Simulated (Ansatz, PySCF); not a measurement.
Gas-phase reaction (SMILES): C[Si](Br)(Br)Br [tribromo(methyl)silane] + [H][H] (H2) -> Br[SiH](Br)Br [tribromosilane] + C (CH4); hydrogen cleaves one Si-C bond, a model of a ligand-exchange step.

Each molecule is optimised on its own at B3LYP-D3(BJ)/def2-TZVP (Ansatz, a quantum-chemistry and plane-wave program). Cores are frozen in the correlated levels unless marked. Spin-orbit coupling is left out. Frozen are the shells of the preceding noble gas and the d and f shells that filled before the atom's block. No relativistic terms. CBS marks a two-point X^-3 extrapolation of the correlation energy; Hartree-Fock from the larger set. Thermal terms are rigid-rotor harmonic-oscillator values from B3LYP-D3(BJ) frequencies (Ansatz or PySCF) at 298.15 K and 1 atm. 1 Eh = 627.5095 kcal/mol.

```json
[
 {"species": "C[Si](Br)(Br)Br", "E, CCSD(T)/CBS(def2-TZVPPD,def2-QZVPPD) (Ansatz) (Eh)": "-8047.14632", "E, wB97M-V/def2-TZVPD (Ansatz) (Eh)": "-8051.59786", "H - E (Eh)": "0.04981"},
 {"species": "[H][H] (H2)", "E, CCSD(T)/CBS(def2-TZVPPD,def2-QZVPPD) (Ansatz) (Eh)": "-1.17452", "E, wB97M-V/def2-TZVPD (Ansatz) (Eh)": "-1.16077", "H - E (Eh)": "0.01336"},
 {"species": "Br[SiH](Br)Br", "E, CCSD(T)/CBS(def2-TZVPPD,def2-QZVPPD) (Ansatz) (Eh)": "-8007.86566", "E, wB97M-V/def2-TZVPD (Ansatz) (Eh)": "-8012.26995", "H - E (Eh)": "0.01941"},
 {"species": "C (CH4)", "E, CCSD(T)/CBS(def2-TZVPPD,def2-QZVPPD) (Ansatz) (Eh)": "-40.45806", "E, wB97M-V/def2-TZVPD (Ansatz) (Eh)": "-40.49098", "H - E (Eh)": "0.04840"}
]
```

Task: Work out ΔE and ΔH at 298.15 K at the first level, then ΔH at the second.

Result: 
1. ΔE = [(-8007.86566) + (-40.45806)] - [(-8047.14632) + (-1.17452)] = -0.00288 Eh = -1.8 kcal/mol at CCSD(T)/CBS(def2-TZVPPD,def2-QZVPPD).
2. The terms H - E add up to 0.00464 Eh, so ΔH = (-0.00288 + (0.00464))×627.5095 = 1.1 kcal/mol.
3. At wB97M-V/def2-TZVPD the same steps give ΔE = -1.4 and ΔH = 1.5 kcal/mol, a shift of +0.4 from the first level.
4. These values are not checked against measurement here, since the tables used lack a sound gas-phase enthalpy of formation for at least one species.
